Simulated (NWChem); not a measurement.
# WOF$_{3}$ cation; SMILES [W+]([F])(=[O])([F])[F]

```xyz
5

W      0.0000    -0.0024    -0.0847
O      0.0000     0.0565     1.5636
F      1.5959    -0.7012    -0.5325
F     -0.2070     1.7028    -0.6185
F     -1.3888    -1.0595    -0.5197
```
Atoms are numbered in this order, from 1.

Level: PBE0/def2-SVP with def2 effective core potentials on W (NWChem), optimised geometry, unscaled harmonic frequencies. The spin multiplicity was typed, not searched, and may not be the lowest. def2 effective core potentials on W; no spin-orbit coupling.

List the harmonic frequencies with IR intensities, and the thermochemistry.


| frequency (cm⁻¹) | IR intensity (km/mol) |
|---|---|
| 180 | 7.7 |
| 180 | 7.7 |
| 212 | 11.1 |
| 303 | 4.1 |
| 303 | 4.1 |
| 801 | 31.9 |
| 812 | 113.8 |
| 812 | 113.8 |
| 1151 | 70.1 |

| Property | Result |
|---|---|
| zero-point energy | 6.8 kcal/mol |
| thermal correction to the enthalpy at 298.15 K (with zero-point energy) | 10.9 kcal/mol |
| heat capacity Cv | 17.0 cal/(mol K) |
| entropy at 298.15 K and 1 atm (symmetry number 3) | 77.0 cal/(mol K) |

Rigid rotor and harmonic oscillator.
